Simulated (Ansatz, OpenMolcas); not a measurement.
# RbI (SMILES [Rb][I]): the vertical energy of the triplet above the singlet, rung by rung

RbI has 2 atoms, charge 0, and is taken as a singlet. As SMILES, `[Rb][I]`. Geometry: the measured bond length.

```xyz
2

Rb    0.0000    0.0000    0.0000
I     0.0000    0.0000    3.1769
```

Quantity: the vertical energy of the triplet above the singlet, in eV. The values are calculated.

```
                               level                    kind     program  value (eV)  CPU time (all runs)
   SVWN5/def2-TZVPP (core potential)                     LDA      Ansatz        3.85                 21 s
     PBE/def2-TZVPP (core potential)                     GGA  OpenMolcas        3.71                 32 s
  revPBE/def2-TZVPP (core potential)                     GGA      Ansatz        3.70                 96 s
    TPSS/def2-TZVPP (core potential)                meta-GGA  OpenMolcas        3.90                 50 s
  r2SCAN/def2-TZVPP (core potential)                meta-GGA      Ansatz        3.87              3.9 min
  M06-2X/def2-TZVPP (core potential)         hybrid meta-GGA  OpenMolcas        3.65                 96 s
 wB97M-V/def2-TZVPP (core potential)  range-separated hybrid      Ansatz        3.87              5.8 min
PBE-QIDH/def2-TZVPP (core potential)           double hybrid      Ansatz        3.87                 51 s
                          FCI/STO-3G      exact in the basis      Ansatz        5.38                 19 s
```

All-electron rows without a relativistic Hamiltonian named are non-relativistic, while core potentials hold scalar relativity, so basis and relativity change together. Spin-orbit coupling, which can split open shells on such heavy atoms by tenths of an eV, is left out. The values span 3.65 to 5.38 eV. High-level rows in very small sets aren't better than simpler rows in larger ones. CPU times are rough (shared hosts, several kinds of processor and program).
